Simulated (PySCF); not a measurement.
C4H4S, triplet, geometry from GFN2-xTB (a higher spin typed on purpose: for a closed-shell molecule this is an excited state); PySCF with MP2/STO-3G.

Input for PySCF:
```python
from pyscf import gto, scf, mp

mol = gto.M(
    atom='''
C 
C  1 1.345522
C  2 1.448727 1 112.734352
S  3 1.757575 2 112.732081 1 0.000000
C  1 1.448727 2 112.734352 3 -0.000000
H  1 1.074164 2 126.388899 3 180.000000
H  2 1.074164 1 126.388899 6 -0.000001
H  3 1.069596 2 127.203630 7 -0.000000
H  5 1.069596 1 127.203630 6 -0.000000
''',
    basis='sto-3g',
    spin=2,
    verbose=4,
)

mf = scf.UHF(mol)
mf.kernel()

pt = mp.MP2(mf)
pt.kernel()
print('E(MP2) = %.10f' % pt.e_tot)
mf.analyze()
```

Write the output that PySCF gives for this input, abridged.


```
PySCF version 2.14.0

[INPUT] verbose = 4
[INPUT] num. atoms = 9
[INPUT] num. electrons = 44
[INPUT] charge = 0
[INPUT] spin (= nelec alpha-beta = 2S) = 2
[INPUT] symmetry False subgroup None
[INPUT] Mole.unit = angstrom
[INPUT] Symbol           X                Y                Z      unit          X                Y                Z       unit  Magmom
[...]
nuclear repulsion = 198.80767601605
number of shells = 21
number of NR pGTOs = 99
number of NR cGTOs = 33
basis = sto-3g
ecp = {}

******** <class 'pyscf.scf.uhf.UHF'> ********
method = UHF
initial guess = minao
damping factor = 0
level_shift factor = 0
DIIS = <class 'pyscf.scf.diis.CDIIS'>
diis_start_cycle = 1
diis_space = 8
diis_damp = 0
SCF conv_tol = 1e-09
SCF conv_tol_grad = None
SCF max_cycles = 50
direct_scf = True
direct_scf_tol = 1e-13
number electrons alpha = 23  beta = 21
Set gradient conv threshold to 3.16228e-05
init E= -546.087282922251

cycle= 1 E= -544.938036524919  delta_E= 1.15  |g|= 0.224  |ddm|= 3.05
cycle= 2 E= -544.99524865969  delta_E= -0.0572  |g|= 0.0818  |ddm|= 0.449
cycle= 3 E= -545.005608034438  delta_E= -0.0104  |g|= 0.0362  |ddm|= 0.179
cycle= 4 E= -545.00814828112  delta_E= -0.00254  |g|= 0.0157  |ddm|= 0.0982
cycle= 5 E= -545.008706009847  delta_E= -0.000558  |g|= 0.00546  |ddm|= 0.0587
cycle= 6 E= -545.008773950811  delta_E= -6.79e-05  |g|= 0.00214  |ddm|= 0.0202
cycle= 7 E= -545.008786172546  delta_E= -1.22e-05  |g|= 0.000508  |ddm|= 0.0103
cycle= 8 E= -545.008786738313  delta_E= -5.66e-07  |g|= 0.000203  |ddm|= 0.002
cycle= 9 E= -545.008786830584  delta_E= -9.23e-08  |g|= 3.83e-05  |ddm|= 0.000933
cycle= 10 E= -545.008786833341  delta_E= -2.76e-09  |g|= 9.12e-06  |ddm|= 0.000149
cycle= 11 E= -545.008786833487  delta_E= -1.46e-10  |g|= 2.83e-06  |ddm|= 2.89e-05
Extra cycle  E= -545.008786833498  delta_E= -1.13e-11  |g|= 1.56e-06  |ddm|= 5.08e-06
converged SCF energy = -545.008786833498  <S^2> = 2.0293125  2S+1 = 3.0194785

******** <class 'pyscf.mp.ump2.UMP2'> ********
nocc = (np.int64(23), np.int64(21)), nmo = (33, 33)
E(UMP2) = -545.224556267297  E_corr = -0.215769433799347
E(SCS-UMP2) = -545.236120210048  E_corr = -0.227333376550343
E_corr(same-spin) = -0.0364499353948546
E_corr(oppo-spin) = -0.179319498404493
E(MP2) = -545.2245562673
**** SCF Summaries ****
Total Energy =                        -545.008786833497766
Nuclear Repulsion Energy =             198.807676016049953
One-electron Energy =                -1147.565662534464764
Two-electron Energy =                  403.749199684917016
Two-electron Coulomb Energy =          451.261749265787159
DFT Exchange-Correlation Energy =      -47.512549580870143
**** MO energy ****
                             alpha | beta                alpha | beta
[...]
To work with the spin densities directly, `use mulliken_meta_spin()` only printing them here.

 ** Mulliken spin pop alpha/beta on meta-lowdin orthogonal AOs **
 ** Mulliken Spin Density (per AO)  **
spin_pop of  0 C 1s       -0.00000
spin_pop of  0 C 2s       -0.00707
spin_pop of  0 C 2px      -0.00815
spin_pop of  0 C 2py       0.08090
spin_pop of  0 C 2pz      -0.02751
spin_pop of  1 C 1s       -0.00000
spin_pop of  1 C 2s       -0.00707
spin_pop of  1 C 2px      -0.00815
spin_pop of  1 C 2py       0.08090
spin_pop of  1 C 2pz      -0.02751
spin_pop of  2 C 1s       -0.00003
spin_pop of  2 C 2s        0.08589
spin_pop of  2 C 2px       0.05382
spin_pop of  2 C 2py       0.86910
spin_pop of  2 C 2pz       0.05065
spin_pop of  3 S 1s        0.00000
spin_pop of  3 S 2s        0.00001
spin_pop of  3 S 3s        0.00308
spin_pop of  3 S 2px      -0.00003
spin_pop of  3 S 2py       0.00006
spin_pop of  3 S 2pz      -0.00003
spin_pop of  3 S 3px      -0.08816
spin_pop of  3 S 3py       0.09994
spin_pop of  3 S 3pz      -0.07323
spin_pop of  4 C 1s       -0.00003
spin_pop of  4 C 2s        0.08589
spin_pop of  4 C 2px       0.05382
spin_pop of  4 C 2py       0.86910
spin_pop of  4 C 2pz       0.05065
spin_pop of  5 H 1s       -0.00525
spin_pop of  6 H 1s       -0.00525
spin_pop of  7 H 1s       -0.06317
spin_pop of  8 H 1s       -0.06317
 ** Mulliken Spin Density (per atom)  **
spin density of  0 C =      0.03817
spin density of  1 C =      0.03817
spin density of  2 C =      1.05942
spin density of  3 S =     -0.05835
spin density of  4 C =      1.05942
spin density of  5 H =     -0.00525
spin density of  6 H =     -0.00525
spin density of  7 H =     -0.06317
spin density of  8 H =     -0.06317
 ** Mulliken pop alpha/beta on meta-lowdin orthogonal AOs **
 ** Mulliken pop       alpha | beta **
[...]
In total            23.00000 | 21.00000
 ** Mulliken atomic charges   ( Nelec_alpha | Nelec_beta ) **
charge of  0C =     -0.04447  (     3.04132      3.00315 )
charge of  1C =     -0.04447  (     3.04132      3.00315 )
charge of  2C =     -0.12700  (     3.59321      2.53379 )
charge of  3S =      0.18179  (     7.87993      7.93828 )
charge of  4C =     -0.12700  (     3.59321      2.53379 )
charge of  5H =      0.04271  (     0.47602      0.48127 )
charge of  6H =      0.04271  (     0.47602      0.48127 )
charge of  7H =      0.03787  (     0.44948      0.51265 )
charge of  8H =      0.03787  (     0.44948      0.51265 )
Dipole moment(X, Y, Z, Debye):  0.00000, -0.00000, -0.73054
```
